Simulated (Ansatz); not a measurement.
`[CH2]C[SiH2]O`, charge 0, multiplicity 2.

(1) Give a relaxed structure at PBE0-D4/def2-TZVP (Ansatz). (An estimate is asked.)

## Answers

(1) The calculation gave: 
Z-matrix (Å, degrees):
```
C
Si 1 1.890
C 1 1.472 2 109.2
H 1 1.095 2 107.7 3 -122.1
H 1 1.096 2 107.0 3 121.8
O 2 1.648 1 111.4 3 57.5
H 2 1.490 1 107.7 3 -64.6
H 2 1.485 1 111.4 3 174.7
H 3 1.082 1 121.0 2 -90.5
H 3 1.082 1 120.9 2 83.8
H 6 0.959 2 116.5 1 -61.2
```
This is one stationary point; other conformers may exist.
